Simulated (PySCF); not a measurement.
Isomers of C3H7ClOSi, mass 121.995 u with the commonest isotopes. The calculation used PBE0/def2-SVPD in PySCF (dipole) on a GFN2-xTB geometry, gas phase. One conformer each, none proved a minimum here; rigid rotors.

Question: Order these by rotational constant C, largest first.
A. `[Cl:1][C@H:2]1[CH2:3][CH2:4][O:5][SiH2:6]1` with Cl1–C2–C3–C4 82°, C2–C3–C4–O5 39°, C3–C4–O5–Si6 -26°, C4–O5–Si6–C2 4°
B. `[CH2:1]=[C:2]([Cl:3])[SiH2:4][O:5][CH3:6]` with C1–C2–Si4–O5 0°, C2–Si4–O5–C6 180°
C. `[CH3:1][Si@@H:2]([CH:3]=[O:4])[CH2:5][Cl:6]` with C1–Si2–C3–O4 112°, C1–Si2–C5–Cl6 61°
D. `[OH:1][SiH2:2][C@@H:3]1[CH2:4][C@H:5]1[Cl:6]` with H–O1–Si2–C3 180°, O1–Si2–C3–C4 33°
E. `[CH2:1]=[C:2]([Cl:3])[O:4][CH2:5][SiH3:6]` with C1–C2–O4–C5 -179°, C2–O4–C5–Si6 180°
F. `[CH3:1][C:2](=[O:3])[Si@@H:4]([CH3:5])[Cl:6]` with C1–C2–Si4–C5 -99°
G. `[OH:1][SiH2:2][C@@H:3]1[CH2:4][C@@H:5]1[Cl:6]` with H–O1–Si2–C3 52°, O1–Si2–C3–C4 28°

Answer: A (1570 MHz), G (1406 MHz), F (1244 MHz), D (1048 MHz), C (995.6 MHz), B (958.2 MHz), E (915.6 MHz).

Question: Order these by rotational constant B, largest first.
A. `[CH3:1][Si@@H:2]([CH:3]=[O:4])[CH2:5][Cl:6]` with C1–Si2–C3–O4 112°, C1–Si2–C5–Cl6 61°
B. `[CH2:1]=[C:2]([Cl:3])[O:4][CH2:5][SiH3:6]` with C1–C2–O4–C5 -179°, C2–O4–C5–Si6 180°
C. `[Cl:1][C@H:2]1[CH2:3][CH2:4][O:5][SiH2:6]1` with Cl1–C2–C3–C4 82°, C2–C3–C4–O5 39°, C3–C4–O5–Si6 -26°, C4–O5–Si6–C2 4°
D. `[OH:1][SiH2:2][C@@H:3]1[CH2:4][C@@H:5]1[Cl:6]` with H–O1–Si2–C3 52°, O1–Si2–C3–C4 28°
E. `[OH:1][SiH2:2][C@@H:3]1[CH2:4][C@H:5]1[Cl:6]` with H–O1–Si2–C3 180°, O1–Si2–C3–C4 33°
F. `[CH3:1][C:2](=[O:3])[Si@@H:4]([CH3:5])[Cl:6]` with C1–C2–Si4–C5 -99°

Answer: C (1966 MHz), D (1831 MHz), F (1664 MHz), A (1230 MHz), B (1100 MHz), E (1066 MHz).

Question: Order these by radius of gyration √(Σ m r²/M), smallest first.
A. `[OH:1][SiH2:2][C@@H:3]1[CH2:4][C@@H:5]1[Cl:6]` with H–O1–Si2–C3 52°, O1–Si2–C3–C4 28°
B. `[CH3:1][C:2](=[O:3])[Si@@H:4]([CH3:5])[Cl:6]` with C1–C2–Si4–C5 -99°
C. `[CH2:1]=[C:2]([Cl:3])[O:4][CH2:5][SiH3:6]` with C1–C2–O4–C5 -179°, C2–O4–C5–Si6 180°
D. `[OH:1][SiH2:2][C@@H:3]1[CH2:4][C@H:5]1[Cl:6]` with H–O1–Si2–C3 180°, O1–Si2–C3–C4 33°
E. `[Cl:1][C@H:2]1[CH2:3][CH2:4][O:5][SiH2:6]1` with Cl1–C2–C3–C4 82°, C2–C3–C4–O5 39°, C3–C4–O5–Si6 -26°, C4–O5–Si6–C2 4°

Answer: E (1.715 Å), A (1.799 Å), B (1.903 Å), D (2.070 Å), C (2.136 Å).

```json
{"SMILES": "CC(=O)[Si@@H](C)Cl", "point group": "C1", "Ia (u·Å²)": "173.32", "Ib (u·Å²)": "303.70", "Ic (u·Å²)": "406.29", "κ": "-0.50", "μa (D)": "1.14", "μb (D)": "0.03", "μc (D)": "1.39"}
{"SMILES": "O[SiH2][C@@H]1C[C@H]1Cl", "point group": "C1", "Ia (u·Å²)": "89.14", "Ib (u·Å²)": "474.09", "Ic (u·Å²)": "482.05", "κ": "-0.99", "μa (D)": "2.81", "μb (D)": "0.34", "μc (D)": "0.06"}
{"SMILES": "Cl[C@H]1CCO[SiH2]1", "point group": "C1", "Ia (u·Å²)": "139.00", "Ib (u·Å²)": "257.06", "Ic (u·Å²)": "321.98", "κ": "-0.62", "μa (D)": "0.60", "μb (D)": "0.66", "μc (D)": "1.61"}
{"SMILES": "O[SiH2][C@@H]1C[C@@H]1Cl", "point group": "C1", "Ia (u·Å²)": "154.21", "Ib (u·Å²)": "275.99", "Ic (u·Å²)": "359.54", "κ": "-0.55", "μa (D)": "0.91", "μb (D)": "1.96", "μc (D)": "0.45"}
{"SMILES": "C=C(Cl)OC[SiH3]", "point group": "Cs", "Ia (u·Å²)": "101.68", "Ib (u·Å²)": "459.30", "Ic (u·Å²)": "551.99", "κ": "-0.91", "μa (D)": "0.96", "μb (D)": "0.48", "μc (D)": "0.02"}
{"SMILES": "C=C(Cl)[SiH2]OC", "point group": "Cs", "Ia (u·Å²)": "83.74", "Ib (u·Å²)": "452.63", "Ic (u·Å²)": "527.44", "κ": "-0.94", "μa (D)": "2.30", "μb (D)": "0.36", "μc (D)": "0.00"}
{"SMILES": "C[Si@@H](C=O)CCl", "point group": "C1", "Ia (u·Å²)": "139.36", "Ib (u·Å²)": "411.04", "Ic (u·Å²)": "507.60", "κ": "-0.82", "μa (D)": "0.67", "μb (D)": "1.91", "μc (D)": "0.51"}
```
